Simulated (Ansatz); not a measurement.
Consider the isomerisation: `C[SiH2]C(=N)O` → `CN(C)[Si]O`.

Gas-phase electronic energies from Ansatz, PBE0-D4/def2-TZVP geometries. CCSD(T)/CBS adds triple-zeta CCSD(T) − MP2 to the extrapolated MP2 energy (def2 sets, frozen cores). Functionals use def2-TZVPP. B3LYP here is the variant with VWN-RPA as its local correlation; programs differ in this. HSE06 is defined as in plane-wave codes. Each species was taken in one conformer, which may not be the lowest.

`C[SiH2]C(=N)O`:

Z-matrix (Å, degrees):
```
C
Si 1 1.864
H 1 1.092 2 110.0
H 1 1.092 2 110.9 3 -119.9
H 1 1.092 2 110.9 3 119.7
C 2 1.903 1 110.8 3 -59.3
H 2 1.487 1 112.1 3 -176.8
H 2 1.487 1 111.1 3 61.0
O 6 1.349 2 112.8 1 52.9
N 6 1.266 2 128.1 1 -127.0
H 9 0.970 6 106.5 2 179.7
H 10 1.015 6 111.5 2 0.1
```

`CN(C)[Si]O`:

Cartesian coordinates in Å:
```
C -0.203 -0.680 -0.871
N 0.056 0.208 0.232
C 0.360 1.554 -0.200
Si 0.058 -0.095 1.932
O -0.309 -1.703 2.072
H -0.445 -1.689 -0.530
H 0.668 -0.757 -1.534
H -1.049 -0.327 -1.474
H 1.252 1.578 -0.839
H 0.548 2.191 0.669
H -0.473 1.989 -0.767
H -0.462 -2.269 1.312
```

```csv
level,ΔE (kcal/mol)
B3LYP-D4,-21.4
HSE06-D4,-20.0
PBE-QIDH,-20.9
BLYP,-19.2
r2SCAN,-17.5
HSE06,-19.5
MP2/def2-TZVPP,-22.5
CCSD/def2-TZVPP,-22.3
```

Question: What does CCSD(T)/CBS give? (An estimate is asked.)

Answer: Ansatz gave: -22.0 kcal/mol. The listed levels differ from it by 0.6, 2.0, 1.1, 2.8, 4.5, 2.5, -0.5, -0.3 kcal/mol.

Largest T1 diagnostic among the species: 0.013.

At CCSD(T), def2-SVP lies +2.9 kcal/mol from the extrapolated value and def2-TZVPP +0.2 kcal/mol. In def2-TZVPP, CCSD(T) changes the Hartree–Fock value by −3.6 kcal/mol (the triples alone add +0.6 kcal/mol) and MP2 by −4.4 kcal/mol.

CCSD(T)/CBS has its own doubt, a few kJ/mol and more with outer-core shells, so smaller differences from it don't rank the levels.
